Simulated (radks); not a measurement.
Results of a calculation; reference values are marked as such.
Charge is removed step by step from the 5p down level of the tantalum ion Ta3+, starting from [Kr] 4d10 4f14 5s2 5p(up 3, down 3) 5d2. Level of theory: scalar-relativistic Kohn-Sham, r2SCAN, spin-polarised, spherical densities, finite nucleus; open shells are filled with parallel spins first (spin-orbit coupling, left out, can overturn this in heavy ions); meta-GGA in the generalised Kohn-Sham scheme; Fermi nuclear charge, rms radius 5.3507 fm (a radial shooting solver on a logarithmic mesh with Libxc functionals).

removed (e)  E - E(0) (eV)  eigenvalue (eV)  E minus straight line (eV)
0                    0.000          -67.424                       0.000
0.1                  6.808          -68.845                      -0.648
0.2                 13.759          -70.273                      -1.153
0.3                 20.853          -71.707                      -1.515
0.4                 28.090          -73.147                      -1.734
0.5                 35.472          -74.593                      -1.808
0.6                 42.998          -76.043                      -1.738
0.7                 50.670          -77.499                      -1.523
0.8                 58.488          -78.959                      -1.161
0.9                 66.451          -80.423                      -0.654
1                   74.561          -81.890                       0.000

Removing the whole electron costs 74.561 eV by Delta-SCF, against 67.424 eV from minus the eigenvalue at the starting occupation. Slater's transition state (half an electron removed) gives 74.593 eV. Integrating minus the eigenvalue over the occupation (Janak's theorem) gives 74.614 eV. In this scalar-relativistic scheme the density is built from large components alone, so the theorem holds only approximately. The mean slope of the eigenvalue, de/dn, is 14.5 eV per electron.
